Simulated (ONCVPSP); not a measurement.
**What one change does to a pseudopotential (tungsten, ONCV)**

* Element: tungsten
* Generator: ONCVPSP 4.0.1
* Type: optimised norm-conserving Vanderbilt (ONCV)
* Functional: PBE
* Relativity: scalar-relativistic
* Frozen core: [Kr] 4d10
* Valence charge: 28
* Reference configuration: 4f14 5s2 5p6 5d4 6s1 6p1
* Partial waves: 5s+6s: rc 1.80 bohr, ncon 3, nbas 7, qcut 7.5 1/bohr, 2 projectors; 5p+6p: rc 1.85 bohr, ncon 5, nbas 9, qcut 8.3 1/bohr, 2 projectors; 5d: rc 2.30 bohr, ncon 4, nbas 9, qcut 5.6 1/bohr, 2 projectors, debl 0.4 Ha; 4f: rc 0.55 bohr, ncon 4, nbas 7, qcut 22.5 1/bohr, local
* Local potential: the f channel
* Core correction: none

Change: f: nbas 9.

Cutoffs: the cutoffs (Ha) at which the residual kinetic energy of the hardest occupied pseudo-wave falls to 1 and 0.1 mHa per electron; they do not see the model core or the augmentation charge, which bear on the density cutoff. Errors are all-electron minus pseudo energies relative to the spin-unpolarised reference configuration.

**Question.** What does the change do?

**Answer.** The potential gets harder (652 Ha and 864 Ha → 1062 Ha and 1229 Ha); both files keep a bound ghost (d, p, s); the errors of the 4 common tests hardly move.

| quantity | base | changed |
| --- | --- | --- |
| cutoff, loose | 652 Ha | 1062 Ha |
| cutoff, tight | 864 Ha | 1229 Ha |
| loose cutoff by channel | s 18 Ha, p 23 Ha, d 12 Ha, f 652 Ha | s 18 Ha, p 23 Ha, d 12 Ha, f 1062 Ha |
| bound ghosts | s, p, d | s, p, d |
| GHOST(+) flags under 300 eV | none | none |
| error for 4f14 5s2 5p6 5d4 6s2 6p0, meV [ΔE -4.50 eV] | +0.6 | +0.6 |
| error for 4f14 5s2 5p6 5d4 6s1 6p0, meV [ΔE 4.39 eV] | -1.9 | -1.9 |
| error for 4f14 5s2 5p6 5d4 6s0 6p0, meV [ΔE 20.07 eV] | -8.8 | -8.8 |
| error for 4f13 5s2 5p6 5d5 6s2 6p0, meV [ΔE 28.23 eV] | -313 | -307 |
| s: phases at 1.83 bohr within 0.05 rad from the reference energy up to (Ha; the scan ends near 5) | to the end of the scan | to the end of the scan |
| p: phases at 1.87 bohr within 0.05 rad from the reference energy up to (Ha; the scan ends near 5) | to the end of the scan | to the end of the scan |
| d: phases at 2.34 bohr within 0.05 rad from the reference energy up to (Ha; the scan ends near 5) | to the end of the scan | to the end of the scan |
| f: phases at 0.56 bohr within 0.05 rad from the reference energy up to (Ha; the scan ends near 5) | to the end of the scan | to the end of the scan |

 A true bound ghost makes a file unfit for plane-wave use even where its test errors are small: the radial tests pick states by their node count and pass the ghost by.
